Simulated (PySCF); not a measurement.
Molfile (atoms numbered from 1):
```
C5H14SSi
     RDKit          3D

 21 20  0  0  0  0  0  0  0  0999 V2000
   -2.5799    1.2741   -0.2217 C   0  0  0  0  0  0  0  0  0  0  0  0
   -2.4044   -0.1895    0.1429 C   0  0  0  0  0  0  0  0  0  0  0  0
   -0.9847   -0.7205   -0.0342 C   0  0  2  0  0  0  0  0  0  0  0  0
   -0.8950   -2.2251    0.1488 C   0  0  0  0  0  0  0  0  0  0  0  0
    0.1317    0.1362    1.1726 S   0  0  0  0  0  0  0  0  0  0  0  0
    1.9103    0.2891   -0.0104 Si  0  0  0  0  0  4  0  0  0  0  0  0
    3.2231    1.1207    1.0344 C   0  0  0  0  0  0  0  0  0  0  0  0
   -3.6193    1.6006   -0.0686 H   0  0  0  0  0  0  0  0  0  0  0  0
   -2.3243    1.4530   -1.2787 H   0  0  0  0  0  0  0  0  0  0  0  0
   -1.9252    1.9115    0.3912 H   0  0  0  0  0  0  0  0  0  0  0  0
   -2.7192   -0.3659    1.1867 H   0  0  0  0  0  0  0  0  0  0  0  0
   -3.0670   -0.8133   -0.4833 H   0  0  0  0  0  0  0  0  0  0  0  0
   -0.6380   -0.4477   -1.0465 H   0  0  0  0  0  0  0  0  0  0  0  0
   -1.2168   -2.5117    1.1617 H   0  0  0  0  0  0  0  0  0  0  0  0
   -1.5461   -2.7399   -0.5771 H   0  0  0  0  0  0  0  0  0  0  0  0
    0.1337   -2.5866    0.0060 H   0  0  0  0  0  0  0  0  0  0  0  0
    2.3669   -1.0688   -0.4492 H   0  0  0  0  0  0  0  0  0  0  0  0
    1.6260    1.0801   -1.2503 H   0  0  0  0  0  0  0  0  0  0  0  0
    4.1644    1.2029    0.4690 H   0  0  0  0  0  0  0  0  0  0  0  0
    3.4185    0.5382    1.9473 H   0  0  0  0  0  0  0  0  0  0  0  0
    2.9060    2.1323    1.3285 H   0  0  0  0  0  0  0  0  0  0  0  0
  1  2  1  0
  2  3  1  0
  3  4  1  0
  3  5  1  0
  5  6  1  0
  6  7  1  0
  1  8  1  0
  1  9  1  0
  1 10  1  0
  2 11  1  0
  2 12  1  0
  3 13  1  6
  4 14  1  0
  4 15  1  0
  4 16  1  0
  6 17  1  0
  6 18  1  0
  7 19  1  0
  7 20  1  0
  7 21  1  0
M  END
```

Geometry: PBE0-D3(BJ)/def2-SVP; GIAO shifts from PySCF, gas phase, non-relativistic, averaged over equivalent atoms.

At WP04/pcSseg-1 (203 basis functions, 88 s wall time on 1 thread of an Intel Xeon, shared host):
```json
{"atoms": "C3", "δ (ppm)": "50.8"}
{"atoms": "C2", "δ (ppm)": "36.2"}
{"atoms": "C4", "δ (ppm)": "28.2"}
{"atoms": "C1", "δ (ppm)": "16.5"}
{"atoms": "C7", "δ (ppm)": "-4.0"}
{"atoms": "S5", "δ (ppm)": "-114.0"}
{"atoms": "Si6", "δ (ppm)": "-16.1"}
{"atoms": "H17", "δ (ppm)": "4.14"}
{"atoms": "H18", "δ (ppm)": "4.08"}
{"atoms": "H13", "δ (ppm)": "2.11"}
{"atoms": "H12", "δ (ppm)": "1.40"}
{"atoms": "H14/H15/H16", "δ (ppm)": "1.33"}
{"atoms": "H11", "δ (ppm)": "1.18"}
{"atoms": "H8/H9/H10", "δ (ppm)": "1.16"}
{"atoms": "H19/H20/H21", "δ (ppm)": "0.39"}
```

References, each an isolated molecule treated in the same way: 13C (σref 172.44), 29Si (σref 338.69), 1H (σref 31.56) vs TMS; 33S (σref 462.27) against CS2.

Q: Estimate the result of repeating the calculation with PBE0/pcSseg-1.

A: 
```csv
atoms,δ at PBE0/pcSseg-1,change
C3,47.9,-2.9
C2,35.5,-0.7
C4,27.6,-0.6
C1,14.7,-1.8
C7,-5.8,-1.8
S5,-138.1,-24.1
Si6,-18.5,-2.4
H17,4.84,+0.70
H18,4.77,+0.69
H13,2.13,+0.02
H12,1.50,+0.10
H14/H15/H16,1.39,+0.06
H11,1.18,+0.00
H8/H9/H10,1.18,+0.02
H19/H20/H21,0.43,+0.04
```

Chemical shifts δ = σref − σ; 13C (σ = 184.41 ppm), 29Si (σ = 351.99 ppm), 1H (σ = 31.27 ppm) against TMS; CS2 for 33S (σ = 495.66 ppm), all at this level.

The largest change is at S5 (sulfur bonded to C, Si). Cost: 203 basis functions, 83 s wall time on 1 thread of an Intel Xeon, shared host. The order of the carbon signals is the same at both levels.
